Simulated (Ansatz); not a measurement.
C2H10BNSi can be A, `CBNC[SiH3]`, or B, `CBN[SiH2]C`.

Calculated with Ansatz (gas phase, PBE0-D4/def2-TZVP geometries, no zero-point term in ΔE). CCSD(T)/CBS is the MP2 limit (def2-TZVPP, def2-QZVPP) plus CCSD(T) − MP2 in def2-TZVPP, frozen cores. DFT in def2-TZVPP. B3LYP here is the variant with VWN-RPA as its local correlation; programs differ in this. One conformer a species, not always the lowest.

A:

```xyz
15

C     2.151    1.464   -0.593
B     1.254    0.177   -0.584
N    -0.129    0.250   -0.443
C    -1.061   -0.860   -0.384
Si   -1.898   -0.994    1.305
H     2.894    1.417    0.210
H     1.595    2.400   -0.482
H     2.727    1.523   -1.523
H     1.730   -0.921   -0.701
H    -0.562    1.155   -0.330
H    -1.821   -0.780   -1.171
H    -0.508   -1.782   -0.580
H    -0.886   -1.289    2.352
H    -2.552    0.305    1.628
H    -2.934   -2.063    1.297
```

B:

Z-matrix (Å, degrees):
```
C
B 1 1.569
H 1 1.096 2 109.5
H 1 1.095 2 110.2 3 115.4
H 1 1.093 2 115.7 3 -122.0
N 2 1.406 1 122.9 3 116.4
H 2 1.204 1 119.6 3 -63.2
Si 6 1.748 2 128.1 1 -0.3
H 6 1.009 2 116.2 1 -179.8
C 8 1.864 6 112.4 2 -70.2
H 8 1.489 6 106.0 2 169.4
H 8 1.487 6 109.9 2 52.1
H 10 1.092 8 110.9 6 60.5
H 10 1.093 8 110.6 6 -179.6
H 10 1.093 8 110.8 6 -59.5
```

Which isomer does CCSD(T)/CBS put lower? Give the gap. (Best estimate.)

Computed: B, by 132.7 kJ/mol.

Give E(B) − E(A) in kJ/mol with B3LYP-D4, MP2/def2-TZVPP, HF/def2-TZVPP, B2PLYP, B3LYP, r2SCAN-D4, PBE-D4. (An estimate is asked.)

The calculation gave: B3LYP-D4 -127.6, MP2/def2-TZVPP -136.1, HF/def2-TZVPP -134.0, B2PLYP -129.1, B3LYP -123.8, r2SCAN-D4 -131.6, PBE-D4 -119.3. None reverses the order clearly.

Largest T1 diagnostic: 0.012.

From PBE to PBE0 (25 % exact exchange), in def2-TZVPP and without D4, E(B) − E(A) moves by −6.2 kJ/mol. The D4 term adds −3.8 kJ/mol with B3LYP and −2.2 kJ/mol with PBE0; it sums over pairs of atoms, weighted by their polarisabilities, and B3LYP, whose exchange is more repulsive, gets the larger term.
